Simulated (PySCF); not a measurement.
This PySCF input asks for the NMR shieldings of SMILES C[O+](C)[BH2-][C@@H]1C[C@H]1Cl, C₅H₁₂BClO; the geometry comes from GFN2-xTB.

```python
import basis_set_exchange as bse
import numpy as np
from pyscf import gto, dft
from pyscf.prop import nmr

atoms = """
C    -2.432376    1.048542    0.008487
O    -1.350966    0.153290    0.187122
C    -1.418342   -0.936716   -0.717010
B     0.116557    0.942965    0.130184
C     1.203347   -0.168445    0.531865
C     2.680835    0.059200    0.331261
C     1.957542   -0.940825   -0.504138
Cl    2.283148   -2.661082   -0.254163
H    -2.335439    1.827204    0.761181
H    -3.376815    0.515515    0.146020
H    -2.410133    1.506899   -0.984785
H    -1.332314   -0.596740   -1.753566
H    -0.591953   -1.604102   -0.487342
H    -2.366248   -1.464197   -0.581796
H     0.223006    1.353086   -0.983498
H    -0.001390    1.788262    0.953823
H     0.976291   -0.736326    1.429279
H     3.368256   -0.303471    1.080806
H     2.999704    0.971182   -0.150997
H     1.802143   -0.743562   -1.555465
"""
names = dict.fromkeys(["C", "O", "B", "Cl", "H"], "pcSseg-1")
basis = {el: gto.basis.parse(bse.get_basis(n, elements=[el], fmt="nwchem")) for el, n in names.items()}
mol = gto.M(atom=atoms, basis=basis, charge=0, verbose=0)
mf = dft.RKS(mol, xc="PBE0")
mf.grids.level = 2
mf.grids.alignment = dft.numint.BLKSIZE   # the property module wants whole blocks of grid points
mf.conv_tol = 1e-9
mf.kernel()

calc = nmr.RKS(mf)   # GIAO
C = mf.mo_coeff
Co = C[:, mf.mo_occ > 0]
resp = mf.gen_response(singlet=True, hermi=2)
def vind(x):   # induced exchange potential for any number of trial vectors
    d = np.einsum("pi,xij,qj->xpq", C, 2 * x.reshape(-1, C.shape[1], Co.shape[1]), Co, optimize=True)
    return np.einsum("xpq,pi,qj->xij", resp(d - d.transpose(0, 2, 1)), C, Co, optimize=True).ravel()
mo1, _ = nmr.rhf.solve_mo1(calc, with_cphf=vind)
sigma = calc.kernel(mo1)
for i, s in enumerate(sigma):   # ppm
    print("%2d %-2s %9.2f" % (i, mol.atom_pure_symbol(i), np.trace(s) / 3))
```

Task: What does it print?

Result: 
```
 0 C     119.19
 1 O     318.11
 2 C     121.04
 3 B      92.73
 4 C     167.67
 5 C     173.04
 6 C     142.40
 7 Cl    821.03
 8 H      27.53
 9 H      28.27
10 H      28.29
11 H      28.63
12 H      26.81
13 H      28.35
14 H      29.51
15 H      28.40
16 H      31.43
17 H      30.88
18 H      31.22
19 H      29.11
```

These numbers come from an equivalent density-fitted implementation of the same equations, which agrees with the script to about 0.01 ppm for H and up to a few tenths of a ppm for heavy atoms, so last digits may differ.

Size and cost of the density-fitted run: 203 basis functions, 83 s wall time on 1 thread of an Arm Neoverse N1, shared host; peak memory 0.92 GiB.
